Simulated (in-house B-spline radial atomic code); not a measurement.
**Al IV (Al3+): [He] 2s2 2p(2 up, 3 down) 3p(0 up, 1 down) (an excited or competing configuration)**

All numbers are computed (non-relativistic RPBE, spin-polarised, spherical fractional occupations; point nucleus) with a radial B-spline atomic code at the basis-set limit, not measured.

Screening seen three ways: the hydrogenic charge with the same mean radius, Z_r = [3n² - l(l+1)]/(2<r>), the one with the same energy, Z_e = n√(-2ε), and Slater's rules. Values are occupation-weighted means over spin.

```csv
shell,electrons,ε (eV),<r> (bohr),Z_r,Z_e,Slater
1s,2,-1571.6,0.1204,12.46,10.75,12.70
2s,2,-160.95,0.6067,9.89,6.88,9.20
2p,5,-123.9,0.5693,8.78,6.04,9.20
3p,1,-31.402,2.097,5.96,4.56,5.05
```

The least bound orbital is 3p down at -31.4 eV, and it is also the most diffuse (<r> = 2.097 bohr).
